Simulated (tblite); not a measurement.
Parent: `[CH3:1][C:2]#[C:3][Si@H:4]1[CH2:5][Si@@H:6]([F:7])[CH2:8]1`, C5H9FSi2.

Structures optimised with GFN2-xTB, isolated species. One conformer each, not checked by frequencies here.

```csv
coordinate of the parent,value
C1–C2,1.445 Å
C2≡C3,1.205 Å
C3–Si4,1.842 Å
Si4–C5,1.927 Å
C5–Si6,1.907 Å
Si6–F7,1.620 Å
Si6–C8,1.907 Å
Si4–C8,1.927 Å
C1–C2–C3,179.8°
C2–C3–Si4,178.8°
C3–Si4–C5,113.2°
C3–Si4–C8,113.1°
C5–Si4–C8,87.7°
Si4–C5–Si6,91.6°
C5–Si6–F7,110.8°
C5–Si6–C8,88.9°
F7–Si6–C8,110.8°
Si4–C8–Si6,91.6°
```

**Question.** How does the shared frame change in `[O:1]=[CH:2][C:3]#[C:4][Si@H:5]1[CH2:6][Si@@H:7]([F:8])[CH2:9]1`, C5H7FOSi2? Atoms pair as C1 = C2, C2 = C3, C3 = C4, Si4 = Si5, C5 = C6, Si6 = Si7, F7 = F8, C8 = C9 (parent first).

**Answer.** 
```
    parent    relative  value in the relative  change
     C1–C2       C2–C3                1.427 Å  -0.018
     C2≡C3       C3≡C4                1.210 Å  +0.005
    C3–Si4      C4–Si5                1.854 Å  +0.012
    Si4–C5      Si5–C6                1.924 Å  -0.003
    C5–Si6      C6–Si7                1.912 Å  +0.005
    Si6–F7      Si7–F8                1.617 Å  -0.003
    Si6–C8      Si7–C9                1.911 Å  +0.004
    Si4–C8      Si5–C9                1.924 Å  -0.003
  C1–C2–C3    C2–C3–C4                 179.8°     0.0
 C2–C3–Si4   C3–C4–Si5                 177.8°    -1.0
 C3–Si4–C5   C4–Si5–C6                 111.9°    -1.3
 C3–Si4–C8   C4–Si5–C9                 110.4°    -2.7
 C5–Si4–C8   C6–Si5–C9                  87.9°    +0.2
Si4–C5–Si6  Si5–C6–Si7                  91.6°     0.0
 C5–Si6–F7   C6–Si7–F8                 110.5°    -0.3
 C5–Si6–C8   C6–Si7–C9                  88.6°    -0.3
 F7–Si6–C8   F8–Si7–C9                 110.4°    -0.4
Si4–C8–Si6  Si5–C9–Si7                  91.6°     0.0
```

Of the parent's bonds, C1–C2 changes most (-0.018 Å). Bonds of the relative outside the shared frame: O1=C2 1.203 Å.

The numbers are calculated, not measured.
